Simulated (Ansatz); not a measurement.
Compare A (`[CH2]1[SiH2][S][SnH2]1`) with its isomer B (`C1[SiH2][SnH2][S]1`).

Gas-phase electronic energies from Ansatz, PBE0-D4/def2-TZVP geometries. CCSD(T)/CBS is the MP2 limit (def2-TZVPP, def2-QZVPP) plus CCSD(T) − MP2 in def2-TZVPP, frozen cores. DFT in def2-TZVPP. B3LYP here is the variant with VWN-RPA as its local correlation; programs differ in this. def2 core potentials past Kr. For Sn outer-core shells are correlated without core-valence functions, which leaves a few kJ/mol of doubt a bond.

Problem. Which isomer does CCSD(T)/CBS put lower? Give the gap. (An estimate is asked.)

Solution. Computed: A, by 24.7 kcal/mol.

Problem. Give E(B) − E(A) in kcal/mol with PBE-D4, CCSD/def2-TZVPP, B3LYP-D4, CCSD(T)/def2-TZVPP, r2SCAN-D4, HF/def2-TZVPP, ωB97M-V. (Estimate.)

Solution. Computed: PBE-D4 20.4, CCSD/def2-TZVPP 24.6, B3LYP-D4 21.8, CCSD(T)/def2-TZVPP 24.4, r2SCAN-D4 23.3, HF/def2-TZVPP 25.6, ωB97M-V 23.9. None reverses the order clearly.

Largest T1 diagnostic: 0.013.

From PBE to PBE0 (25 % exact exchange), in def2-TZVPP and without D4, E(B) − E(A) moves by +1.7 kcal/mol.
